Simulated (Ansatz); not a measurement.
B8⁻. Charge -1, multiplicity 2. Geometry PBE-D4/def2-SVPD; atoms count from 1.

Cartesian coordinates in Å:
```
B 0.7734 0.8602 -1.6033
B 0.4278 -0.7862 0.5148
B -1.3379 -0.6982 0.0606
B 1.3469 -0.3779 -0.7087
B 0.4792 1.1412 -0.0205
B -0.9378 -0.7237 1.5897
B -0.4616 -0.1064 -1.1437
B -0.2901 0.6910 1.3112
```

The charge -1 doublet is spin-contaminated (final ⟨S²⟩ up to 0.88, 0.75 for a pure state). Another isomer (doublet) lies 1.94 eV lower at PBE0-D4/def2-TZVPD; other spin states weren't run for this one.

Estimate the Mulliken populations from the PBE0/def2-TZVPD orbitals of Ansatz.


```
atom  charge (e)  spin (α − β)
  B1        1.09          0.27
  B2       -0.34          0.16
  B3       -0.56          0.01
  B4       -0.38          0.28
  B5       -0.50          0.23
  B6        0.74         -0.19
  B7       -0.50          0.23
  B8       -0.56          0.01
```
Mulliken values depend strongly on the basis. With diffuse functions, as here, like atoms can get unlike values, and bond orders can come out too low or too high.

Where does the spin sit?

Summed by element: B 1.00, of 1 unpaired in all. Largest on single atoms: B4 0.28, B1 0.27, B7 0.23.

And the Mayer bond orders between heavy atoms (over 0.3)?

B1–B4 0.66 (1.63 Å); B1–B5 0.59 (1.63 Å); B1–B7 0.59 (1.63 Å); B2–B3 0.66 (1.83 Å); B2–B4 1.19 (1.58 Å); B2–B5 0.66 (2.00 Å); B2–B6 0.52 (1.74 Å); B2–B7 0.66 (2.00 Å); B2–B8 0.66 (1.83 Å); B3–B6 0.94 (1.58 Å); B3–B7 1.31 (1.60 Å); B3–B8 0.67 (2.14 Å); B4–B5 0.82 (1.88 Å); B4–B7 0.82 (1.88 Å); B5–B7 1.06 (1.92 Å); B5–B8 1.31 (1.60 Å); B6–B8 0.94 (1.58 Å).
